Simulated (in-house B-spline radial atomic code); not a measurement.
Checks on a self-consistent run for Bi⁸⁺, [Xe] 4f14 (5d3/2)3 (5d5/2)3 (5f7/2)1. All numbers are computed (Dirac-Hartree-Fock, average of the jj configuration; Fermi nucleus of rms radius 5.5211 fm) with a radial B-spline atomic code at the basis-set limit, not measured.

```tsv
orbital	q	ε (Eh)	<1/r>	<r²>	small-component weight
1s1/2	2	-3354.06567	103.167	0.000346324	0.10052
2s1/2	2	-612.02996	25.5801	0.00518479	0.023261
2p1/2	2	-587.13128	25.489	0.00365284	0.023314
2p3/2	4	-501.74790	20.2332	0.00482879	0.020449
3s1/2	2	-153.88090	9.38981	0.0334997	0.0078639
3p1/2	2	-142.69396	9.28702	0.0304851	0.0077954
3p3/2	4	-123.33476	7.91689	0.0367429	0.0069738
3d3/2	4	-105.22013	7.79746	0.0280664	0.0068292
3d5/2	6	-101.14737	7.49386	0.0297672	0.0066077
4s1/2	2	-40.27695	3.97516	0.160161	0.0026966
4p1/2	2	-35.38047	3.86445	0.162433	0.002601
4p3/2	4	-30.54017	3.41129	0.191644	0.0023109
4d3/2	4	-22.56735	3.21072	0.198702	0.0021004
4d5/2	6	-21.64132	3.10468	0.20894	0.0020187
4f5/2	6	-11.24095	2.77726	0.223959	0.0016602
4f7/2	8	-11.03075	2.73906	0.229372	0.001629
5s1/2	2	-11.01114	1.66474	0.76287	0.00073465
5p1/2	2	-9.20408	1.56009	0.851256	0.00066316
5p3/2	4	-8.15644	1.40795	0.99633	0.0005809
5d3/2	3	-5.54179	1.20229	1.3297	0.00044385
5d5/2	3	-5.41258	1.16411	1.40292	0.00042121
5f7/2	1	-2.84368	0.746284	3.18283	0.00018474
```

Electron-electron repulsion V_ee = 7560.6090 hartree.

(1) What total energy follows from the eigenvalues?

(2) Does the Dirac virial theorem hold?

(3) What diamagnetic shielding (Lamb formula) and susceptibility (Langevin formula) do the radii give?

## Answers

(1) The eigenvalues count the repulsion twice, so E = Σqε - V_ee = -13985.746 - 7560.609 = -21546.356 hartree; the run printed -21546.356.

(2) For a point nucleus E = -2c²Σq·w, with w the small-component weight. Here Σq·w = 0.57341 and c = 137.0360, so the ratio E/(-2c²Σq·w) is 1.000479; the finite nucleus accounts for the departure from 1.

(3) σ = (α²/3)Σq<1/r> = 653.877/(3·137.036²) = 11607 ppm, and χ = -0.79199×10⁻⁶·Σq<r²> = -20.46×10⁻⁶ cm³/mol with Σq<r²> = 25.837 bohr². Both are non-relativistic formulas without the paramagnetism of open shells; for so heavy an element the full relativistic shielding is larger by tens of per cent.
